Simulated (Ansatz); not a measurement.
N-butyl-N-methylpyrrolidinium dicyanamide (C11H20N4). The state is a singlet with charge 0. Geometry PBE-D4/def2-SVP.

```xyz
35

C     1.016   -3.015   -2.898
C     0.569   -2.486   -1.535
C     0.511   -0.951   -1.480
C     0.085   -0.495   -0.092
N    -0.071    1.006    0.102
C     1.239    1.698   -0.154
C    -0.504    1.296    1.555
C    -1.491    2.446    1.445
C    -2.283    2.059    0.192
C    -1.194    1.586   -0.772
H     0.326   -2.693   -3.707
H     1.047   -4.123   -2.908
H     2.032   -2.651   -3.162
H    -0.430   -2.899   -1.274
H     1.258   -2.849   -0.742
H    -0.190   -0.586   -2.265
H     1.513   -0.545   -1.737
H     0.847   -0.795    0.652
H    -0.874   -0.953    0.224
H     1.997    1.232    0.515
H     1.119    2.769    0.088
H     1.509    1.588   -1.219
H    -1.003    0.378    1.934
H     0.410    1.468    2.150
H    -0.979    3.424    1.311
H    -2.117    2.519    2.354
H    -2.979    1.229    0.427
H    -2.877    2.886   -0.243
H    -0.762    2.425   -1.349
H    -1.527    0.813   -1.487
N     2.534    0.048    2.261
C     1.817   -0.745    2.791
N     1.035   -1.616    3.370
C    -0.221   -1.699    2.996
N    -1.361   -1.768    2.657
```

Single mean-field runs in def2-TZVP are fitted with def2-universal-jkfit.

Q: Estimate the orbital energies around the gap (eV) in Ansatz with LDA (SPW92)/def2-TZVP, PBE-D4/def2-SVP, PBE-D4/def2-TZVP, B97M-V/def2-TZVP, CAM-B3LYP-D4/def2-TZVP.

A: 
```csv
orbital,LDA (SPW92)/def2-TZVP,PBE-D4/def2-SVP,PBE-D4/def2-TZVP,B97M-V/def2-TZVP,CAM-B3LYP-D4/def2-TZVP
HOMO−5,-7.89,-7.37,-7.76,-8.48,-11.04
HOMO−4,-7.67,-7.10,-7.53,-8.26,-10.89
HOMO−3,-7.36,-6.85,-7.07,-7.31,-10.01
HOMO−2,-7.11,-6.61,-6.83,-7.05,-9.67
HOMO−1,-5.66,-5.07,-5.39,-5.64,-7.98
HOMO,-4.88,-4.30,-4.60,-4.78,-7.03
LUMO,-1.03,-0.44,-0.80,-0.72,0.79
LUMO+1,-0.48,0.09,-0.27,-0.12,1.41
LUMO+2,-0.27,0.40,-0.08,0.06,1.58
LUMO+3,0.03,0.67,0.25,0.45,1.96
LUMO+4,0.16,0.86,0.34,0.54,2.12
LUMO+5,0.30,0.91,0.47,0.61,2.33
```
